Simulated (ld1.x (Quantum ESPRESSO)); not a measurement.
## What one change does to a pseudopotential (Sb, PAW)

- Element: antimony (Sb)
- Generator: ld1.x (Quantum ESPRESSO) 7.5
- Type: PAW
- Functional: PBEsol
- Relativity: scalar-relativistic
- Frozen core: [Kr]
- Valence charge: 15
- Reference configuration: 4d10 5s2 5p3
- Partial waves: 5s (bound): rcut 1.70, rcutus 1.95 bohr; 5s channel at -0.25 Ry: rcut 1.70, rcutus 1.95 bohr; 5p (bound): rcut 2.10, rcutus 2.45 bohr; 5p channel at 4.2 Ry: rcut 2.10, rcutus 2.45 bohr; 4d (bound): rcut 1.25, rcutus 1.45 bohr; 4d channel at -0.75 Ry: rcut 1.25, rcutus 1.45 bohr
- Local potential: all-electron potential smoothed inside 1.80 bohr (lloc = -1)
- Core correction: Bessel-smoothed model core inside 0.70 bohr
- Augmentation charge: BESSEL, radius 1.25 bohr

Change: all radii but the core radius scaled by about 1.17 (s 2.28, p 2.86, d 1.68 bohr, rcut 1.98/2.44/1.46); local potential all-electron potential smoothed inside 2.10 bohr (lloc = -1); augmentation BESSEL, radius 1.46 bohr.

Cutoffs: the cutoffs (Ry, on a coarse ladder) from which the occupation-weighted sum of valence levels, in a spherical-Bessel basis at the reference potential, stays within 10 and 1 mRy of its value at 400 Ry; they do not see the model core or the augmentation charge, which bear on the density cutoff. Errors are all-electron minus pseudo energies relative to the spin-unpolarised reference configuration.

Task: Predict the effect on cutoff, ghosts and configuration errors.

Result: The potential gets softer (70 Ry and 120 Ry → 45 Ry and 80 Ry); of the 7 tests that both files solve, the error grows in 2 and shrinks in 2 by more than 15 % and 0.3 meV (median size 1.0 → 1.0 meV); neither file shows a bound ghost. A larger radius leaves more room for a smooth pseudo-wave, so fewer plane waves are needed.

```tsv
quantity	base	changed
cutoff, loose	70 Ry	45 Ry
cutoff, tight	120 Ry	80 Ry
loose cutoff by channel (10 mRy a level)	s 8 Ry, p 6 Ry, d 45 Ry	s 6 Ry, p 6 Ry, d 35 Ry
bound ghosts	none	none
error for 4d10 5s2 5p2, meV [ΔE 8.34 eV]	-1.0	-0.3
error for 4d10 5s2 5p1, meV [ΔE 24.36 eV]	-0.7	+0.4
error for 4d10 5s2 5p0, meV [ΔE 48.80 eV]	+0.5	-2.3
error for 4d10 5s1 5p0, meV [ΔE 93.13 eV]	-17	-19
error for 4d10 5s2 5p3.3, meV [ΔE -1.16 eV]	+0.3	+0.4
error for 4d10 5s1 5p3, meV [ΔE 17.11 eV]	-1.7	+1.0
error for 4d9 5s2 5p4, meV [ΔE 31.05 eV]	-31	+77
lowest overlap eigenvalue by channel	s 0.39, p 0.67, d 0.91	s 0.33, p 0.48, d 0.19
```
